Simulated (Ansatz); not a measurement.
Bond stretch in AlN, triplet.

Calculation: full CI/def2-SVP, frozen core run with Ansatz (a first-principles code).

### Question
Relative to R = 1.96 Å, what are the energies at R = 2.67, 3.17, 3.61, 4.35 Å?

### Answer
27.7 kcal/mol at 2.67 Å, 39.8 kcal/mol at 3.17 Å, 43.7 kcal/mol at 3.61 Å, 45.7 kcal/mol at 4.35 Å.

The scan ran from 1.44 to 7.23 Å; beyond the distances shown full CI changes its symmetry label.
